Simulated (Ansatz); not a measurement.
# Molecular dynamics of C2H8FNO2Si

The input (input.yaml):

```yaml
crystal:
  periodic: [false, false, false]
  atoms:
    - { symbol: Si, position_ang: [-0.155572, -0.116498, -0.07002] }
    - { symbol: F, position_ang: [-0.036555, -0.234347, 1.62719] }
    - { symbol: O, position_ang: [1.386502, 0.186762, -0.768514] }
    - { symbol: H, position_ang: [2.131841, -0.433898, -0.625618] }
    - { symbol: O, position_ang: [-1.080881, 1.266598, -0.468377] }
    - { symbol: H, position_ang: [-0.665734, 2.155779, -0.458307] }
    - { symbol: "N", position_ang: [-0.854536, -1.620442, -0.594417] }
    - { symbol: C, position_ang: [-1.737008, -2.421511, 0.263717] }
    - { symbol: H, position_ang: [-1.638877, -2.088932, 1.307938] }
    - { symbol: H, position_ang: [-2.799348, -2.332208, -0.041082] }
    - { symbol: H, position_ang: [-1.450298, -3.489664, 0.211136] }
    - { symbol: C, position_ang: [-0.806933, -2.015142, -2.008655] }
    - { symbol: H, position_ang: [-1.781622, -1.863962, -2.514716] }
    - { symbol: H, position_ang: [-0.04185, -1.423765, -2.537546] }
    - { symbol: H, position_ang: [-0.534931, -3.085171, -2.09383] }
basis:
  gaussian: { orbitals: "6-31G" }
hamiltonian:
  xc: pbe
md:
  timestep: 0.5
  n_steps: 100
  ensemble: nvt_langevin
  temperature: 1500.0
  initial_velocities: maxwell_boltzmann
  seed: 423651
  friction: 0.005
```

Run as:

```bash
$ ansatz run input.yaml --threads 1 --pin off --max-ram 2048MiB --backend cpu --events-out ev --progress --plain --runs-dir out
```

It starts from a relaxed structure.

Output, in part (one step line in 2, the closing report, with atoms numbered from 0):

```
md step     0: t =     0.00 fs  T =  1400.0 K  F+E_penalty+E_count = -18366.69039846 eV  E_kin = 2.714460 eV  (27 SCF iters)
md step     2: t =     1.00 fs  T =  1405.2 K  F+E_penalty+E_count = -18366.56476935 eV  E_kin = 2.724572 eV  (28 SCF iters)
md step     4: t =     2.00 fs  T =  1229.8 K  F+E_penalty+E_count = -18366.27634146 eV  E_kin = 2.384455 eV  (28 SCF iters)
md step     6: t =     3.00 fs  T =  1114.5 K  F+E_penalty+E_count = -18365.98699338 eV  E_kin = 2.160839 eV  (29 SCF iters)
md step     8: t =     4.00 fs  T =  1043.3 K  F+E_penalty+E_count = -18365.80971435 eV  E_kin = 2.022826 eV  (29 SCF iters)
md step    10: t =     5.00 fs  T =   980.5 K  F+E_penalty+E_count = -18365.72660934 eV  E_kin = 1.901121 eV  (28 SCF iters)
md step    12: t =     6.00 fs  T =   996.9 K  F+E_penalty+E_count = -18365.67510096 eV  E_kin = 1.932827 eV  (28 SCF iters)
md step    14: t =     7.00 fs  T =   940.8 K  F+E_penalty+E_count = -18365.59590667 eV  E_kin = 1.824192 eV  (29 SCF iters)
md step    16: t =     8.00 fs  T =   916.7 K  F+E_penalty+E_count = -18365.48298309 eV  E_kin = 1.777464 eV  (29 SCF iters)
md step    18: t =     9.00 fs  T =   859.0 K  F+E_penalty+E_count = -18365.45542871 eV  E_kin = 1.665543 eV  (28 SCF iters)
md step    20: t =    10.00 fs  T =   932.4 K  F+E_penalty+E_count = -18365.58900347 eV  E_kin = 1.807910 eV  (29 SCF iters)
md step    22: t =    11.00 fs  T =   967.5 K  F+E_penalty+E_count = -18365.75414986 eV  E_kin = 1.875959 eV  (29 SCF iters)
md step    24: t =    12.00 fs  T =  1011.1 K  F+E_penalty+E_count = -18365.82415051 eV  E_kin = 1.960387 eV  (28 SCF iters)
md step    26: t =    13.00 fs  T =  1048.7 K  F+E_penalty+E_count = -18365.79593528 eV  E_kin = 2.033299 eV  (27 SCF iters)
md step    28: t =    14.00 fs  T =   999.3 K  F+E_penalty+E_count = -18365.70672215 eV  E_kin = 1.937577 eV  (28 SCF iters)
md step    30: t =    15.00 fs  T =   973.6 K  F+E_penalty+E_count = -18365.60139098 eV  E_kin = 1.887789 eV  (27 SCF iters)
md step    32: t =    16.00 fs  T =   939.4 K  F+E_penalty+E_count = -18365.52442464 eV  E_kin = 1.821490 eV  (28 SCF iters)
md step    34: t =    17.00 fs  T =   853.6 K  F+E_penalty+E_count = -18365.43762826 eV  E_kin = 1.655020 eV  (29 SCF iters)
md step    36: t =    18.00 fs  T =   824.6 K  F+E_penalty+E_count = -18365.33184555 eV  E_kin = 1.598802 eV  (28 SCF iters)
md step    38: t =    19.00 fs  T =   790.4 K  F+E_penalty+E_count = -18365.19777642 eV  E_kin = 1.532487 eV  (29 SCF iters)
md step    40: t =    20.00 fs  T =   712.4 K  F+E_penalty+E_count = -18365.08418171 eV  E_kin = 1.381331 eV  (29 SCF iters)
md step    42: t =    21.00 fs  T =   705.2 K  F+E_penalty+E_count = -18365.04815157 eV  E_kin = 1.367373 eV  (29 SCF iters)
md step    44: t =    22.00 fs  T =   695.3 K  F+E_penalty+E_count = -18365.07575798 eV  E_kin = 1.348125 eV  (29 SCF iters)
md step    46: t =    23.00 fs  T =   719.2 K  F+E_penalty+E_count = -18365.08720485 eV  E_kin = 1.394498 eV  (28 SCF iters)
md step    48: t =    24.00 fs  T =   691.2 K  F+E_penalty+E_count = -18365.05887389 eV  E_kin = 1.340211 eV  (28 SCF iters)
md step    50: t =    25.00 fs  T =   629.0 K  F+E_penalty+E_count = -18365.01449650 eV  E_kin = 1.219510 eV  (29 SCF iters)
md step    52: t =    26.00 fs  T =   639.8 K  F+E_penalty+E_count = -18364.97351563 eV  E_kin = 1.240426 eV  (29 SCF iters)
md step    54: t =    27.00 fs  T =   655.8 K  F+E_penalty+E_count = -18364.94898275 eV  E_kin = 1.271528 eV  (28 SCF iters)
md step    56: t =    28.00 fs  T =   614.6 K  F+E_penalty+E_count = -18364.97398152 eV  E_kin = 1.191698 eV  (29 SCF iters)
md step    58: t =    29.00 fs  T =   695.1 K  F+E_penalty+E_count = -18365.07906800 eV  E_kin = 1.347644 eV  (29 SCF iters)
md step    60: t =    30.00 fs  T =   711.6 K  F+E_penalty+E_count = -18365.18440309 eV  E_kin = 1.379751 eV  (29 SCF iters)
md step    62: t =    31.00 fs  T =   725.0 K  F+E_penalty+E_count = -18365.24362771 eV  E_kin = 1.405705 eV  (29 SCF iters)
md step    64: t =    32.00 fs  T =   761.2 K  F+E_penalty+E_count = -18365.26030502 eV  E_kin = 1.475941 eV  (29 SCF iters)
md step    66: t =    33.00 fs  T =   772.6 K  F+E_penalty+E_count = -18365.31011222 eV  E_kin = 1.497900 eV  (29 SCF iters)
md step    68: t =    34.00 fs  T =   829.5 K  F+E_penalty+E_count = -18365.40154039 eV  E_kin = 1.608226 eV  (29 SCF iters)
md step    70: t =    35.00 fs  T =   765.4 K  F+E_penalty+E_count = -18365.42648436 eV  E_kin = 1.484054 eV  (29 SCF iters)
md step    72: t =    36.00 fs  T =   714.9 K  F+E_penalty+E_count = -18365.37432562 eV  E_kin = 1.386029 eV  (29 SCF iters)
md step    74: t =    37.00 fs  T =   671.2 K  F+E_penalty+E_count = -18365.33190320 eV  E_kin = 1.301399 eV  (30 SCF iters)
md step    76: t =    38.00 fs  T =   671.4 K  F+E_penalty+E_count = -18365.35972410 eV  E_kin = 1.301710 eV  (29 SCF iters)
md step    78: t =    39.00 fs  T =   725.8 K  F+E_penalty+E_count = -18365.43897427 eV  E_kin = 1.407268 eV  (29 SCF iters)
md step    80: t =    40.00 fs  T =   738.5 K  F+E_penalty+E_count = -18365.50748690 eV  E_kin = 1.431918 eV  (29 SCF iters)
md step    82: t =    41.00 fs  T =   751.2 K  F+E_penalty+E_count = -18365.55793818 eV  E_kin = 1.456442 eV  (29 SCF iters)
md step    84: t =    42.00 fs  T =   805.3 K  F+E_penalty+E_count = -18365.60858283 eV  E_kin = 1.561458 eV  (29 SCF iters)
md step    86: t =    43.00 fs  T =   864.3 K  F+E_penalty+E_count = -18365.64882815 eV  E_kin = 1.675829 eV  (29 SCF iters)
md step    88: t =    44.00 fs  T =   930.5 K  F+E_penalty+E_count = -18365.65088636 eV  E_kin = 1.804121 eV  (29 SCF iters)
md step    90: t =    45.00 fs  T =   882.6 K  F+E_penalty+E_count = -18365.57029474 eV  E_kin = 1.711230 eV  (29 SCF iters)
md step    92: t =    46.00 fs  T =   837.6 K  F+E_penalty+E_count = -18365.44464203 eV  E_kin = 1.624044 eV  (29 SCF iters)
md step    94: t =    47.00 fs  T =   848.8 K  F+E_penalty+E_count = -18365.37035484 eV  E_kin = 1.645748 eV  (29 SCF iters)
md step    96: t =    48.00 fs  T =   822.4 K  F+E_penalty+E_count = -18365.35941912 eV  E_kin = 1.594590 eV  (29 SCF iters)
md step    98: t =    49.00 fs  T =   847.7 K  F+E_penalty+E_count = -18365.32086274 eV  E_kin = 1.643524 eV  (29 SCF iters)
md step   100: t =    50.00 fs  T =   817.2 K  F+E_penalty+E_count = -18365.20722881 eV  E_kin = 1.584530 eV  (29 SCF iters)
Total energy: -18365.20726342 eV, -674.9089185461 hartree
Atom 0 at    -0.180667    -0.142587    -0.071400 Å, force     3.611788    -0.920399    -1.967821 eV/Å
Atom 1 at     0.140627    -0.274811     1.571737 Å, force    -0.039281     0.367798     0.605689 eV/Å
Atom 2 at     1.361092     0.478201    -0.923335 Å, force    -2.594641    -0.778268     0.800325 eV/Å
Atom 3 at     2.214584     0.195336    -0.557653 Å, force     0.588492    -0.374642     0.361604 eV/Å
Atom 4 at    -1.176256     1.082924    -0.460183 Å, force    -2.776628     2.156451    -1.534890 eV/Å
Atom 5 at    -1.849377     1.176260    -1.211343 Å, force     1.184241    -0.240806     1.410371 eV/Å
Atom 6 at    -0.787608    -1.738812    -0.465088 Å, force    -0.582783    -1.327064    -2.768451 eV/Å
Atom 7 at    -1.413506    -2.505752     0.630564 Å, force     2.101453    -0.776761    -0.703097 eV/Å
Atom 8 at    -1.568018    -1.724211     1.326196 Å, force    -0.383664     0.117836     2.054368 eV/Å
Atom 9 at    -2.334076    -3.032920     0.431258 Å, force    -0.916839     0.058494    -0.745108 eV/Å
Atom 10 at    -0.691250    -3.309643     0.932182 Å, force    -0.366969     0.460877     0.579735 eV/Å
Atom 11 at    -0.897724    -2.413517    -1.921337 Å, force    -0.462967     0.731353     2.728006 eV/Å
Atom 12 at    -1.864752    -3.055808    -1.777902 Å, force     1.858287     0.593732    -0.761768 eV/Å
Atom 13 at    -1.108995    -1.575163    -2.601317 Å, force     0.027260    -0.201071    -0.351283 eV/Å
Atom 14 at     0.077892    -2.928768    -2.201891 Å, force    -1.247750     0.132470     0.292319 eV/Å
Dipole moment:    -0.357562    -0.588528    -0.445206 e Å
```

The run went to its last step. The mean temperature of the second half is 49 % below the set value. A run of 0.05 ps of so small a system gives no equilibrium averages. Limits of this set-up: no polarisation functions.

The same pairs are bonded in the first frame and the last. Pairs count as bonded within 1.25 times the sum of covalent radii (0.12 Å more for H–H).

Last frame:

```xyz
15
Properties=species:S:1:pos:R:3
Si -0.181 -0.143 -0.071
F 0.141 -0.275 1.572
O 1.361 0.478 -0.923
H 2.215 0.195 -0.558
O -1.176 1.083 -0.460
H -1.849 1.176 -1.211
N -0.788 -1.739 -0.465
C -1.413 -2.506 0.631
H -1.568 -1.724 1.326
H -2.334 -3.033 0.431
H -0.691 -3.310 0.932
C -0.898 -2.413 -1.921
H -1.865 -3.056 -1.778
H -1.109 -1.575 -2.601
H 0.078 -2.929 -2.202
```

The run took 8.5 min on 1 thread of Arm Neoverse V2, with other jobs on the host, peak memory 0.15 GiB.
